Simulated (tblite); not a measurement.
A geometry optimisation, step by step.

C₅H₁₃ClSeSi.
Numbering: `[CH3:1][CH2:2][Se:3][CH2:4][C@H:5]([CH3:6])[SiH2:7][Cl:8]` (hydrogens: H9, H10, H11 on C1; H12, H13 on C2; H14, H15 on C4; H16 on C5; H17, H18, H19 on C6; H20, H21 on Si7)

Computed with GFN2-xTB (tblite), gas phase: L-BFGS steps from a force-field or distance-geometry start until the largest atomic force falls under 0.01 eV/Å. 8 of its 226 geometries are shown.

Step 0: E = -729.3982 eV, largest atomic force 1.498 eV/Å
```
atom  x, y, z in Å  |  force x, y, z in eV/Å
C1      2.971    0.141   -0.193   -0.105   0.893  -1.087
C2      2.640   -1.138    0.524    0.844  -0.446  -0.326
Se3     0.930   -1.081    1.425   -0.439  -0.704   1.008
C4     -0.130    0.320    0.568   -0.066   0.497   0.698
C5     -1.621    0.056    0.645   -0.112  -0.274   0.183
C6     -2.015   -1.242   -0.056   -0.449   0.297  -0.028
Si7    -2.424    1.507   -0.234   -0.068   1.360  -0.625
Cl8    -1.133    3.160   -0.158   -0.703  -0.604  -0.087
H9      2.269    0.966    0.068    0.754  -0.465  -0.054
H10     3.999    0.427    0.049   -0.323   0.212  -0.184
H11     2.898    0.012   -1.299    0.087   0.140   0.732
H12     2.615   -1.998   -0.174    0.074   0.301   0.344
H13     3.447   -1.307    1.267   -0.753  -0.251  -0.093
H14     0.037    1.252    1.147    0.368  -0.386  -0.455
H15     0.179    0.422   -0.471    0.098   0.007   0.056
H16    -2.013    0.015    1.687    0.620  -0.089  -0.407
H17    -3.124   -1.235   -0.066    0.635  -0.584  -0.090
H18    -1.648   -1.234   -1.102   -0.177  -0.244   0.689
H19    -1.606   -2.086    0.519   -0.308   0.155  -0.481
H20    -3.682    1.890    0.394   -0.024   0.039   0.001
H21    -2.599    1.170   -1.659    0.045   0.147   0.207
```

Step 32: E = -729.9148 eV, largest atomic force 0.133 eV/Å
```
atom  x, y, z in Å  |  force x, y, z in eV/Å
C1      3.015    0.178   -0.081    0.003  -0.014   0.049
C2      2.626   -1.140    0.561   -0.040  -0.017   0.036
Se3     0.919   -1.047    1.569   -0.035   0.071  -0.104
C4     -0.051    0.247    0.398   -0.049   0.017  -0.024
C5     -1.560    0.130    0.527   -0.002  -0.021   0.013
C6     -2.031   -1.214   -0.029    0.015   0.043   0.022
Si7    -2.507    1.577   -0.293   -0.037  -0.026   0.015
Cl8    -1.515    3.311   -0.041    0.016   0.013   0.009
H9      2.746    1.004    0.575    0.112   0.056  -0.026
H10     4.090    0.206   -0.245   -0.017  -0.003  -0.046
H11     2.515    0.320   -1.039    0.054   0.005   0.085
H12     2.536   -1.943   -0.173   -0.011   0.018  -0.017
H13     3.350   -1.441    1.319    0.025   0.006  -0.017
H14     0.304    1.240    0.686   -0.049  -0.044   0.004
H15     0.269    0.037   -0.624   -0.042  -0.033   0.038
H16    -1.820    0.167    1.594    0.103  -0.083   0.009
H17    -3.112   -1.321    0.048    0.073   0.010   0.030
H18    -1.750   -1.303   -1.079   -0.033  -0.045   0.080
H19    -1.556   -2.020    0.533   -0.067  -0.007  -0.089
H20    -3.789    1.657    0.402   -0.055   0.064  -0.057
H21    -2.687    1.371   -1.727    0.037  -0.010  -0.011
```

Step 64: E = -730.0065 eV, largest atomic force 0.054 eV/Å
```
atom  x, y, z in Å  |  force x, y, z in eV/Å
C1      3.230    0.231    0.054   -0.006   0.004  -0.007
C2      2.633   -1.068    0.553   -0.037   0.001  -0.020
Se3     0.951   -0.842    1.571    0.014  -0.051  -0.002
C4     -0.102    0.198    0.243    0.014   0.018  -0.002
C5     -1.600    0.105    0.497    0.014   0.009   0.010
C6     -2.145   -1.248    0.048    0.012   0.017  -0.013
Si7    -2.554    1.548   -0.330   -0.008  -0.017   0.003
Cl8    -1.663    3.296    0.131    0.000   0.007   0.020
H9      3.440    0.907    0.879    0.004  -0.007   0.020
H10     4.160    0.021   -0.472    0.030   0.020   0.022
H11     2.558    0.732   -0.640   -0.010   0.004   0.006
H12     2.417   -1.745   -0.275   -0.031  -0.012  -0.013
H13     3.309   -1.570    1.249   -0.039   0.015  -0.012
H14     0.256    1.225    0.330   -0.004   0.019  -0.013
H15     0.158   -0.194   -0.742   -0.004  -0.012  -0.017
H16    -1.757    0.179    1.582    0.012   0.037   0.007
H17    -3.199   -1.343    0.297    0.022  -0.007   0.015
H18    -2.038   -1.362   -1.029    0.002  -0.024  -0.027
H19    -1.598   -2.056    0.533   -0.005   0.027   0.021
H20    -3.919    1.565    0.189    0.002   0.001  -0.014
H21    -2.544    1.437   -1.788    0.017  -0.048   0.017
```

Step 96: E = -730.0317 eV, largest atomic force 0.039 eV/Å
```
atom  x, y, z in Å  |  force x, y, z in eV/Å
C1      3.295    0.248    0.153   -0.014  -0.009  -0.005
C2      2.590   -1.070    0.397    0.000  -0.014   0.009
Se3     0.953   -0.887    1.478   -0.025  -0.013   0.004
C4     -0.117    0.202    0.204    0.021  -0.006   0.017
C5     -1.604    0.138    0.519    0.008   0.012   0.016
C6     -2.158   -1.245    0.190    0.003   0.009   0.001
Si7    -2.554    1.519   -0.404   -0.018  -0.012  -0.022
Cl8    -1.798    3.310    0.128   -0.016  -0.009   0.008
H9      3.495    0.755    1.095    0.013  -0.016  -0.009
H10     4.240    0.071   -0.356    0.027   0.009  -0.007
H11     2.691    0.904   -0.470   -0.011   0.017   0.001
H12     2.303   -1.556   -0.539    0.010   0.020   0.022
H13     3.219   -1.754    0.971   -0.001   0.016  -0.019
H14     0.264    1.223    0.275    0.004  -0.026   0.008
H15     0.092   -0.200   -0.789    0.004   0.023  -0.015
H16    -1.720    0.297    1.598   -0.009   0.018   0.021
H17    -3.194   -1.340    0.504   -0.001   0.025   0.000
H18    -2.104   -1.434   -0.880   -0.003  -0.025  -0.009
H19    -1.571   -2.006    0.705   -0.018  -0.019  -0.004
H20    -3.972    1.472   -0.054    0.039   0.005   0.003
H21    -2.358    1.369   -1.845   -0.014  -0.005  -0.020
```

Step 129: E = -730.0393 eV, largest atomic force 0.022 eV/Å
```
atom  x, y, z in Å  |  force x, y, z in eV/Å
C1      3.320    0.266    0.215    0.011   0.000  -0.001
C2      2.596   -1.062    0.301   -0.006   0.000   0.005
Se3     0.957   -0.995    1.396   -0.005  -0.016   0.008
C4     -0.117    0.179    0.205   -0.002   0.009  -0.006
C5     -1.601    0.152    0.534   -0.003  -0.004  -0.005
C6     -2.192   -1.231    0.277   -0.002  -0.004  -0.002
Si7    -2.539    1.487   -0.467    0.000   0.019   0.012
Cl8    -1.857    3.312    0.049    0.006  -0.018  -0.006
H9      3.585    0.618    1.210   -0.004   0.018   0.009
H10     4.235    0.151   -0.364    0.007  -0.007  -0.005
H11     2.705    1.021   -0.268   -0.010  -0.003   0.006
H12     2.301   -1.428   -0.684   -0.005   0.009  -0.006
H13     3.218   -1.817    0.785    0.004  -0.002  -0.005
H14     0.292    1.184    0.320   -0.003   0.006  -0.007
H15     0.067   -0.175   -0.812    0.004   0.002   0.000
H16    -1.709    0.375    1.603   -0.003  -0.012  -0.001
H17    -3.244   -1.261    0.553    0.007   0.000   0.003
H18    -2.105   -1.495   -0.775   -0.003  -0.005   0.005
H19    -1.661   -1.982    0.863   -0.002   0.009   0.002
H20    -3.965    1.416   -0.162    0.011   0.005   0.002
H21    -2.296    1.302   -1.896   -0.003  -0.004  -0.007
```

Step 161: E = -730.0420 eV, largest atomic force 0.014 eV/Å
```
atom  x, y, z in Å  |  force x, y, z in eV/Å
C1      3.291    0.295    0.241    0.006   0.007   0.002
C2      2.594   -1.050    0.274    0.007   0.007  -0.002
Se3     0.952   -1.062    1.365   -0.010   0.001  -0.002
C4     -0.117    0.151    0.210    0.000   0.001  -0.004
C5     -1.600    0.138    0.535   -0.001  -0.011   0.002
C6     -2.203   -1.241    0.285   -0.004  -0.005  -0.001
Si7    -2.514    1.485   -0.472   -0.004   0.002   0.009
Cl8    -1.688    3.278   -0.063   -0.001   0.004  -0.007
H9      3.547    0.618    1.248   -0.004  -0.009   0.002
H10     4.208    0.222   -0.342   -0.007  -0.005   0.004
H11     2.658    1.054   -0.214    0.005  -0.007  -0.002
H12     2.303   -1.377   -0.727    0.010   0.003  -0.001
H13     3.232   -1.813    0.722    0.001   0.004  -0.001
H14     0.304    1.149    0.351    0.000   0.003  -0.007
H15     0.063   -0.178   -0.816    0.008   0.000   0.001
H16    -1.712    0.364    1.603    0.002   0.002   0.002
H17    -3.263   -1.253    0.526    0.007   0.000   0.001
H18    -2.082   -1.530   -0.757   -0.012   0.006   0.004
H19    -1.700   -1.985    0.904   -0.006   0.001  -0.004
H20    -3.922    1.519   -0.089    0.003  -0.002   0.000
H21    -2.361    1.234   -1.905   -0.001  -0.003   0.002
```

Step 193: E = -730.0525 eV, largest atomic force 0.067 eV/Å
```
atom  x, y, z in Å  |  force x, y, z in eV/Å
C1      3.332    0.347    0.534    0.017  -0.038  -0.024
C2      2.646   -0.934    0.108    0.029  -0.049  -0.035
Se3     0.951   -1.282    1.046   -0.031   0.033  -0.008
C4     -0.146   -0.005   -0.014   -0.007  -0.020   0.013
C5     -1.569    0.132    0.497   -0.013   0.001  -0.007
C6     -2.296   -1.210    0.448    0.004   0.009  -0.004
Si7    -2.519    1.449   -0.519    0.011  -0.021  -0.013
Cl8    -1.496    3.184   -0.484    0.007   0.025   0.026
H9      3.562    0.328    1.596   -0.007  -0.021   0.031
H10     4.263    0.460   -0.019    0.016   0.028  -0.002
H11     2.709    1.214    0.334   -0.024   0.029  -0.013
H12     2.408   -0.928   -0.959    0.010   0.009   0.026
H13     3.272   -1.804    0.320    0.000   0.028   0.010
H14     0.387    0.946    0.032   -0.030   0.008   0.003
H15    -0.132   -0.375   -1.042    0.009  -0.014  -0.015
H16    -1.522    0.450    1.547    0.004  -0.003  -0.036
H17    -3.296   -1.129    0.865   -0.027   0.023   0.018
H18    -2.379   -1.568   -0.575    0.020  -0.005  -0.012
H19    -1.741   -1.952    1.025    0.007  -0.014   0.017
H20    -3.842    1.660    0.063    0.029   0.003  -0.016
H21    -2.603    1.034   -1.921   -0.023  -0.009   0.039
```

Step 225: E = -730.0597 eV, largest atomic force 0.009 eV/Å
```
atom  x, y, z in Å  |  force x, y, z in eV/Å
C1      3.280    0.364    0.705   -0.009   0.002  -0.001
C2      2.694   -0.867    0.044   -0.001  -0.003  -0.003
Se3     0.960   -1.407    0.811   -0.005  -0.006   0.003
C4     -0.165   -0.117   -0.203    0.002  -0.001   0.002
C5     -1.520    0.115    0.438   -0.004  -0.004   0.000
C6     -2.311   -1.187    0.523   -0.003  -0.003  -0.001
Si7    -2.504    1.452   -0.514    0.001   0.008   0.003
Cl8    -1.357    3.099   -0.717    0.003  -0.003   0.006
H9      3.451    0.182    1.764    0.000   0.002   0.003
H10     4.230    0.620    0.238    0.000   0.001   0.000
H11     2.611    1.217    0.608   -0.004   0.007  -0.002
H12     2.522   -0.711   -1.023    0.006  -0.003  -0.006
H13     3.349   -1.730    0.174    0.001  -0.001   0.001
H14     0.415    0.806   -0.243    0.002   0.000  -0.007
H15    -0.268   -0.521   -1.213    0.005  -0.001  -0.001
H16    -1.347    0.467    1.463   -0.001   0.001  -0.001
H17    -3.275   -1.029    1.000    0.003   0.001   0.004
H18    -2.480   -1.601   -0.469   -0.001   0.002   0.002
H19    -1.752   -1.923    1.106    0.001   0.005  -0.003
H20    -3.699    1.812    0.243   -0.003  -0.002  -0.001
H21    -2.844    0.977   -1.853    0.006  -0.001   0.001
```

Problem. Summarise the path.

Solution. The energy falls by 15.26 kcal/mol from step 0 to step 225; nine tenths of that is first reached at step 52. It rises by more than 0.2 meV at step 189. The largest force goes from 1.498 to 0.009 eV/Å. Among the bonds Si7–Cl8 changes most, from 2.100 to 2.017 Å; the atoms move by 1.089 Å rms after alignment.

Problem. Follow the three bonds and two angles with the largest change from start to end.

Solution. 
```tsv
step	E above end (kcal/mol)	largest force (eV/Å)	Si7–Cl8 (Å)	C2–Se3 (Å)	C5–Si7 (Å)	C2–Se3–C4 (°)	C5–C6–H17 (°)
0	15.26	1.498	2.100	1.933	1.876	107.2	104.9
10	6.61	0.187	2.025	2.001	1.925	102.6	111.3
20	5.85	0.171	2.017	2.003	1.929	100.0	110.4
29	3.99	0.465	2.008	1.998	1.913	98.7	112.1
39	2.48	0.128	2.017	1.978	1.916	98.8	111.2
49	1.67	0.105	2.017	1.975	1.915	99.6	111.4
59	1.35	0.083	2.016	1.974	1.914	99.8	111.3
68	1.15	0.062	2.018	1.976	1.915	99.0	110.7
78	0.92	0.067	2.017	1.971	1.910	97.6	110.7
88	0.73	0.059	2.016	1.972	1.912	97.9	111.0
98	0.61	0.051	2.014	1.971	1.914	98.5	111.1
108	0.54	0.034	2.014	1.971	1.915	98.5	110.7
117	0.51	0.025	2.014	1.972	1.914	98.3	110.9
127	0.48	0.022	2.015	1.972	1.915	97.9	110.8
137	0.46	0.023	2.016	1.972	1.914	97.6	111.0
147	0.43	0.025	2.017	1.972	1.914	97.1	110.9
157	0.42	0.019	2.016	1.972	1.914	97.1	111.1
166	0.40	0.022	2.016	1.973	1.915	97.1	110.9
176	0.36	0.047	2.016	1.974	1.914	96.7	110.8
186	0.29	0.066	2.015	1.975	1.913	96.0	110.9
196	0.12	0.069	2.019	1.971	1.915	96.6	111.4
205	0.04	0.022	2.017	1.971	1.914	97.2	111.1
215	0.01	0.020	2.016	1.972	1.914	96.9	111.1
225	0.00	0.009	2.017	1.972	1.914	97.0	111.1
```

The cost below is that of the whole relaxation. Time: 2.5 s wall. Hardware: Arm Neoverse V1, one thread (shared host).
